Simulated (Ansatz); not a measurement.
Species: CH₄OSi₂, SMILES `[SiH3]C1=[SiH]O1` (charge 0, multiplicity 1).

Question: Give a relaxed geometry from B3LYP-D3(BJ)/def2-TZVP (Ansatz, a first-principles code).

Answer: the end point of this relaxation (outside a Z-matrix the atoms follow the SMILES, hydrogens last).
Z-matrix (Å, degrees):
```
C
O 1 1.2484
Si 1 1.8880 2 79.90
H 3 1.5271 1 89.60 2 94.49
Si 1 1.9052 2 125.60 3 180.00
H 5 1.4784 1 106.00 2 -120.94
H 5 1.4787 6 111.46 1 -122.02
H 5 1.4789 6 110.00 7 -124.12
```
